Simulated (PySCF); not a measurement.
## Fractional electron number in Cu+ (copper, charge +1)

The 3d beta orbital of [Ar] 3d10 is emptied in steps (occupation f), with all orbitals relaxed, ending at [Ar] 3d9. Computed with PySCF 2.14 in jorge-DZP-DKH, with scalar relativity by spin-free X2C-1e. The exact energy is a straight line in f; departures are measured from the line between the end points of the same method.

```json
{"f": "1", "UHF (eV)": "0.000", "LDA (eV)": "0.000", "PBE (eV)": "0.000", "PBE0 (eV)": "0.000", "r2SCAN (eV)": "0.000", "LC-wPBE (eV)": "0.000", "BHandHLYP (eV)": "0.000", "wB97X (eV)": "0.000", "B3LYP (eV)": "0.000", "HSE06 (eV)": "0.000"}
{"f": "0.8", "UHF (eV)": "0.668", "LDA (eV)": "-1.326", "PBE (eV)": "-1.288", "PBE0 (eV)": "-0.801", "r2SCAN (eV)": "-1.183", "LC-wPBE (eV)": "-0.427", "BHandHLYP (eV)": "-0.318", "wB97X (eV)": "-0.396", "B3LYP (eV)": "-0.902", "HSE06 (eV)": "-0.867"}
{"f": "0.6", "UHF (eV)": "0.962", "LDA (eV)": "-2.003", "PBE (eV)": "-1.942", "PBE0 (eV)": "-1.207", "r2SCAN (eV)": "-1.778", "LC-wPBE (eV)": "-0.649", "BHandHLYP (eV)": "-0.487", "wB97X (eV)": "-0.598", "B3LYP (eV)": "-1.360", "HSE06 (eV)": "-1.307"}
{"f": "0.4", "UHF (eV)": "0.924", "LDA (eV)": "-2.016", "PBE (eV)": "-1.953", "PBE0 (eV)": "-1.214", "r2SCAN (eV)": "-1.779", "LC-wPBE (eV)": "-0.657", "BHandHLYP (eV)": "-0.497", "wB97X (eV)": "-0.602", "B3LYP (eV)": "-1.367", "HSE06 (eV)": "-1.314"}
{"f": "0.2", "UHF (eV)": "0.591", "LDA (eV)": "-1.353", "PBE (eV)": "-1.309", "PBE0 (eV)": "-0.813", "r2SCAN (eV)": "-1.186", "LC-wPBE (eV)": "-0.444", "BHandHLYP (eV)": "-0.338", "wB97X (eV)": "-0.404", "B3LYP (eV)": "-0.916", "HSE06 (eV)": "-0.881"}
{"f": "0", "UHF (eV)": "0.000", "LDA (eV)": "0.000", "PBE (eV)": "0.000", "PBE0 (eV)": "0.000", "r2SCAN (eV)": "0.000", "LC-wPBE (eV)": "0.000", "BHandHLYP (eV)": "0.000", "wB97X (eV)": "0.000", "B3LYP (eV)": "0.000", "HSE06 (eV)": "0.000"}
```

Task: For B3LYP, how does the orbital energy at f = 1 compare with the removal energy?

Result: −ε = 14.800 eV against a total-energy difference of 20.409 eV. By Janak's theorem ε = ∂E/∂f, so the gap between them reflects the curvature. Along the path −ε is 17.004 (f = 0.8), 19.240 (f = 0.6), 21.511 (f = 0.4), 23.820 (f = 0.2) eV.

| method | E(f=0) − E(f=1) (eV) | −ε at f=1 (eV) | −ε at f=0.4 (eV) |
| --- | --- | --- | --- |
| UHF | 17.197 | 21.550 | 16.239 |
| LDA | 21.332 | 13.096 | 22.944 |
| PBE | 20.656 | 12.653 | 22.229 |
| PBE0 | 20.088 | 15.109 | 21.068 |
| r2SCAN | 20.167 | 12.785 | 21.646 |
| LC-wPBE | 20.394 | 17.761 | 20.898 |
| BHandHLYP | 19.520 | 17.578 | 19.883 |
| wB97X | 20.202 | 17.744 | 20.684 |
| B3LYP | 20.409 | 14.800 | 21.511 |
| HSE06 | 20.084 | 14.695 | 21.143 |

Reference removal energy between the ground levels: 20.292 eV (measured; NIST Atomic Spectra Database, ionization energies). The calculation has no spin-orbit coupling. UHF lacks correlation.
